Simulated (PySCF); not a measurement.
**W⁺ (tungsten, charge +1) across methods**

[Xe] 4f14 5d4 6s1, high-spin 6D determinant. All numbers are calculated (PySCF 2.14, a scalar-relativistic core potential, in aug-cc-pwCVDZ-PP with ECP60MDF).

```tsv
method	E (hartree)	mean ε 5p β (eV)	mean ε 6s α (eV)	mean ε 5d α (eV)	Σ⟨r²⟩ (bohr²)	⟨S²⟩
revPBE	-67.0744	-48.688	-12.846	-12.802	41.36	8.751
LC-wPBE	-67.0192	-53.607	-15.690	-16.834	40.97	8.752
UHF	-66.46101	-56.312	-15.276	-17.763	41.45	8.755
PBE	-67.0293	-48.667	-12.904	-12.822	41.42	8.751
M06	-66.9442	-50.745	-13.171	-13.856	41.21	8.751
BHandHLYP	-66.8917	-53.016	-14.011	-15.262	41.22	8.751
LDA	-66.8401	-48.665	-13.173	-12.855	41.60	8.750
PBE0	-66.9974	-50.861	-13.564	-14.213	41.23	8.751
r2SCAN	-67.0450	-49.380	-13.146	-13.185	41.10	8.752
```

Energies and moments cover only the electrons outside the core potential. Spin-orbit coupling, absent here, splits the open shell strongly.
